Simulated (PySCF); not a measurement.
PySCF input for H4SSi2, SMILES [Si](S)[SiH3] (connectivity only; charge and spin as stated), neutral, multiplicity 1, B3LYP-D3(BJ)/def2-TZVP. Geometry: B3LYP-D3(BJ)/def2-TZVP. Other conformers were not sampled.

```python
import numpy as np
from pyscf import gto, scf, dft, df
from pyscf.hessian import thermo

mol = gto.M(
    atom='''
    Si   -1.09779348   -0.22373553    0.00000000
    S     0.57097456   -1.54870824    0.00000000
    H    -0.10494730   -2.71621634   -0.00000000
    Si    0.32560935    1.72076826   -0.00000000
    H     1.78705787    1.45413735    0.00000001
    H    -0.00356291    2.54147637   -1.19648093
    H    -0.00356290    2.54147637    1.19648094
    ''',
    basis='def2-TZVP',
    charge=0,
    spin=0,
    max_memory=1600,
    verbose=3,
)
mf = dft.RKS(mol, xc='b3lyp').density_fit(auxbasis='def2-universal-jkfit')
mf.disp = 'd3bj'
mf.grids.level = 3
mf.conv_tol = 1e-11
mf.max_cycle = 100
mf.kernel()

# [left out here: the lines that compute and print the analytic Hessian (its translational invariance restored by hand, since the grid's response is missing), thermochemistry and intensities]
```

Log of the run:

```
converged SCF energy = -979.66776548892

WARN: DFTD3 does not support analytical Hessian, using finite difference


WARN: Mole.unit (angstrom) is changed to Bohr

Mode                                 0                   1                   2
Irrep
Freq [cm^-1]                       59.6957            141.6807            359.0507
Reduced mass [au]                   1.0837              5.9091              1.0664
Force const [Dyne/A]                0.0023              0.0699              0.0810
Char temp [K]                      85.8888            203.8470            516.5941
Normal mode                   x     y     z       x     y     z       x     y     z
       0  Si                -0.00  0.00  0.04   -0.07 -0.02  0.00   -0.00 -0.00  0.02
       1   S                 0.00 -0.00 -0.03    0.02  0.11 -0.00    0.00 -0.00 -0.02
       2   H                 0.00 -0.00 -0.11    0.15  0.03  0.00    0.00 -0.00  0.57
       3  Si                -0.00  0.00  0.00    0.03 -0.10 -0.00    0.00  0.00 -0.03
       4   H                -0.00 -0.00  0.49   -0.00 -0.27  0.00   -0.00 -0.00  0.32
       5   H                 0.34 -0.34 -0.32    0.13 -0.06 -0.00    0.31  0.37  0.14
       6   H                -0.34  0.34 -0.32    0.13 -0.06  0.00   -0.31 -0.37  0.14
Mode                                 3                   4                   5
Irrep
Freq [cm^-1]                      370.2705            474.2280            529.1375
Reduced mass [au]                   5.4603              2.1151              2.8550
Force const [Dyne/A]                0.4411              0.2803              0.4710
Char temp [K]                     532.7369            682.3084            761.3110
Normal mode                   x     y     z       x     y     z       x     y     z
       0  Si                -0.08 -0.10 -0.00   -0.03  0.08 -0.00    0.11 -0.06  0.00
       1   S                 0.01 -0.01  0.00    0.07 -0.06  0.00   -0.06  0.05  0.00
       2   H                 0.07 -0.05 -0.00   -0.09  0.04 -0.00   -0.17  0.11 -0.00
       3  Si                 0.05  0.11  0.00   -0.06 -0.00  0.00   -0.04  0.01 -0.00
       4   H                 0.01 -0.12 -0.00   -0.15 -0.53 -0.00   -0.11 -0.40  0.00
       5   H                 0.20  0.15 -0.01    0.25  0.09 -0.02    0.22  0.08 -0.02
       6   H                 0.20  0.15  0.01    0.25  0.09  0.02    0.22  0.08  0.02
Mode                                 6                   7                   8
Irrep
Freq [cm^-1]                      535.1575            793.3675            882.4098
Reduced mass [au]                   1.1185              1.0929              1.1047
Force const [Dyne/A]                0.1887              0.4053              0.5068
Char temp [K]                     769.9725           1141.4792           1269.5912
Normal mode                   x     y     z       x     y     z       x     y     z
       0  Si                -0.00  0.00  0.03    0.02  0.02 -0.00   -0.01 -0.01 -0.00
       1   S                 0.00 -0.00  0.03   -0.04 -0.01  0.00    0.01  0.00  0.00
       2   H                 0.00 -0.00 -0.78    0.77 -0.49 -0.00   -0.20  0.13 -0.00
       3  Si                 0.00 -0.00 -0.05   -0.01  0.02  0.00    0.03  0.05  0.00
       4   H                 0.00  0.00  0.16   -0.06 -0.23 -0.00   -0.08 -0.46 -0.00
       5   H                 0.17  0.30  0.12   -0.03 -0.08 -0.05   -0.32 -0.41 -0.20
       6   H                -0.17 -0.30  0.12   -0.03 -0.08  0.05   -0.32 -0.41  0.20
Mode                                 9                  10                  11
Irrep
Freq [cm^-1]                      942.5376            943.9386           2184.9575
Reduced mass [au]                   1.0350              1.0344              1.0201
Force const [Dyne/A]                0.5418              0.5430              2.8694
Char temp [K]                    1356.1018           1358.1175           3143.6673
Normal mode                   x     y     z       x     y     z       x     y     z
       0  Si                 0.00 -0.00 -0.00   -0.00  0.00 -0.00   -0.00  0.00  0.00
       1   S                -0.00  0.00 -0.00    0.00 -0.00 -0.00    0.00  0.00 -0.00
       2   H                -0.00  0.00  0.00   -0.00 -0.00  0.01   -0.00  0.00 -0.00
       3  Si                 0.03 -0.01 -0.00   -0.00  0.00 -0.03    0.01  0.02  0.00
       4   H                -0.05 -0.36  0.00    0.00  0.00  0.73   -0.43  0.10  0.00
       5   H                -0.40  0.36  0.36   -0.45 -0.02  0.09    0.15 -0.33  0.51
       6   H                -0.40  0.36 -0.36    0.45  0.02  0.09    0.15 -0.33 -0.51
Mode                                12                  13                  14
Irrep
Freq [cm^-1]                     2193.2274           2203.1228           2618.0622
Reduced mass [au]                   1.0502              1.0510              1.0385
Force const [Dyne/A]                2.9765              3.0055              4.1938
Char temp [K]                    3155.5660           3169.8032           3766.8086
Normal mode                   x     y     z       x     y     z       x     y     z
       0  Si                -0.00  0.00  0.00    0.00 -0.00 -0.00   -0.00  0.00 -0.00
       1   S                -0.00 -0.00  0.00   -0.00  0.00  0.00    0.02  0.03  0.00
       2   H                 0.00 -0.00 -0.00    0.00  0.00 -0.00   -0.50 -0.84  0.00
       3  Si                -0.00 -0.00  0.04    0.03 -0.02  0.00   -0.00  0.00 -0.00
       4   H                 0.00 -0.00  0.01   -0.86  0.16  0.00   -0.00 -0.00 -0.00
       5   H                -0.15  0.39 -0.55   -0.06  0.17 -0.25   -0.00  0.00 -0.00
       6   H                 0.15 -0.39 -0.55   -0.06  0.17  0.25   -0.00  0.00  0.00
temperature 298.1500 [K]
pressure 101325.00 [Pa]
Rotational constants [GHz] 9.48203 2.70475 2.15628
Symmetry number 1
Zero-point energy (ZPE) 0.03470 [Eh]   91100.678 [J/mol]
                           tot       elec      trans        rot        vib
Entropy [J/mol/K]       324.626      0.000    165.176    109.480     49.971
Cv [J/mol/K]             78.212      0.000     12.472     12.472     53.268
Cp [J/mol/K]             86.526      0.000     20.786     12.472     53.268
Internal energy [J/mol]                      3718.434   3718.434  99083.722
Internal energy [Eh]   -979.62719  -979.66777
Enthalpy [J/mol]                             6197.391   3718.434  99083.722
Enthalpy [Eh]          -979.62625
Gibbs free energy [J/mol]                  -43049.724 -28923.046  84185.014
Gibbs free energy [Eh] -979.66311
mode   freq/cm-1   IR/(km/mol)
   1       59.70         0.221
   2      141.68         0.797
   3      359.05         2.624
   4      370.27         6.845
   5      474.23        41.746
   6      529.14         7.406
   7      535.16        29.668
   8      793.37        46.077
   9      882.41       255.840
  10      942.54        39.935
  11      943.94        33.520
  12     2184.96        83.583
  13     2193.23        94.950
  14     2203.12        87.126
  15     2618.06         1.604
max |gradient| / (hartree/bohr): 1.4194632832535865e-05
APT charges: [ 0.3748 -0.3258  0.0305  0.6746 -0.2658 -0.2442 -0.2442]
```

The calculation finished and met its thresholds.

Cost: about 2.1 core-minutes (a rough figure).
